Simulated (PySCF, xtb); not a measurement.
Cd(I)(GeH3) (CdGeH3I), SMILES [GeH3][Cd][I].

GFN2-xTB (xtb) at its own geometry gives an orbital gap of 4.29 eV and a dipole moment of 6.61 D.

The structure is a stationary point at r2SCAN-D4/def2-SVP. The structure was generated by enumeration; whether it is a known compound was not checked. The def2 effective core potentials stand for the cores of Cd, I; spin–orbit coupling is left out.

### Question
What does PySCF with PBE/def2-TZVPD give? (An estimate is asked for; the answer gives what the named calculation found.)

### Answer
gap 4.13 eV (levels -6.32 and -2.19 eV), dipole 2.20 D.
